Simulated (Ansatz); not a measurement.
System: SnHSCl, charge 0, singlet. SnHSCl (SMILES [Sn]([SH])[Cl]).
B3LYP-D3(BJ)/def2-TZVP minimum from Ansatz (a first-principles code):
```xyz
4

Sn     0.0505     0.0807     0.6485
Cl     1.3450     0.9774    -1.1564
S     -1.4517    -1.1859    -0.8116
H     -2.1636    -1.6765     0.2205
```

Total energies in hartree (Ansatz). Open shells are spin-unrestricted; no spin-orbit coupling. Correlated methods leave the cores frozen (noble-gas shells, and filled d and f shells in the p block). Past Kr the def2 sets carry scalar-relativistic core potentials. For partners of very few electrons the exact lower level stands in for a higher one. Spin-orbit terms, left out, reach several kcal/mol for Br and I, and more for heavier atoms.

```csv
species,HF/def2-TZVPP,CCSD(T)/def2-TZVPP,HF/def2-QZVPP,CCSD(T)/def2-QZVPP,CCSDT(Q)/def2-TZVPP
1: SnHSCl (SMILES [SH][Sn][Cl]),-1071.08863,-1071.59661,-1071.11487,-1071.66531,-1071.59936
2: Sn (triplet),-213.33992,-213.39742,-213.34066,-213.40091,-213.39789
3: Cl (doublet),-459.47685,-459.66464,-459.48954,-459.69535,-459.66548
4: S (triplet),-397.50200,-397.64674,-397.51300,-397.66869,-397.64766
5: H (doublet),-0.49981,-0.49981,-0.49998,-0.49998,-0.49981
```

Q: Work out the atomisation energy (electronic, to ground-state atoms) in kcal/mol: take Hartree-Fock from def2-QZVPP, extrapolate the CCSD(T) correlation energy as X^-3 (X = 3, 4), and add CCSDT(Q) - CCSD(T) in def2-TZVPP. 1 hartree = 627.51 kcal/mol.

A: 
Species 1: correlation (64·(-0.55044) - 27·(-0.50798))/37 = -0.58142; step -0.00275; E1 = -1071.11487 + (-0.58142) + (-0.00275) = -1071.69904
Species 2: correlation (64·(-0.06025) - 27·(-0.05750))/37 = -0.06226; step -0.00047; E2 = -213.34066 + (-0.06226) + (-0.00047) = -213.40339
Species 3: correlation (64·(-0.20581) - 27·(-0.18779))/37 = -0.21896; step -0.00084; E3 = -459.48954 + (-0.21896) + (-0.00084) = -459.70934
Species 4: correlation (64·(-0.15569) - 27·(-0.14474))/37 = -0.16368; step -0.00092; E4 = -397.51300 + (-0.16368) + (-0.00092) = -397.67760
Species 5: correlation (64·(0.00000) - 27·(0.00000))/37 = 0.00000; step +0.00000; E5 = -0.49998 + (0.00000) + (+0.00000) = -0.49998
-1·E1 +1·E2 +1·E3 +1·E4 +1·E5 = 0.40873 hartree = 256.5 kcal/mol.
